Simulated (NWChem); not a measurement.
**Correlation energy of C2H5S**

```xyz
8

C      1.4412     0.0450    -0.3101
S     -0.0149    -0.2934     0.5430
C     -1.2717     0.3927    -0.5807
H      2.3669    -0.3113     0.1446
H      1.4687     0.7973    -1.1015
H     -1.1104     1.4704    -0.7342
H     -1.2543    -0.1291    -1.5488
H     -2.2494     0.2405    -0.1028
```
Charge 0, spin multiplicity 2.

Everything below was run with NWChem. The geometry was optimised at UB3LYP/def2-SVP, a minimum by its harmonic frequencies. It is one conformer; others weren't searched.

Basis set: def2-SVP. Each correlation energy counts from its own Hartree-Fock reference.

The correlated methods keep 7 core orbitals frozen. The structure started from a generated list of species. The stability of the SCF solutions was not checked. Open-shell Hartree-Fock references start from PBE0 orbitals. Coupled-cluster values serve here as a point of comparison, not as the truth.

**Question.** For the correlation energy, UMP2 gives -397.0 mHa and SCS-UMP2 gives -397.5 mHa. What do CCSD on UHF, CCSD[T] on UHF, CCSD(T) on UHF give?

**Answer.** CCSD on UHF: -443.7 mHa; CCSD[T] on UHF: -457.5 mHa; CCSD(T) on UHF: -456.8 mHa.
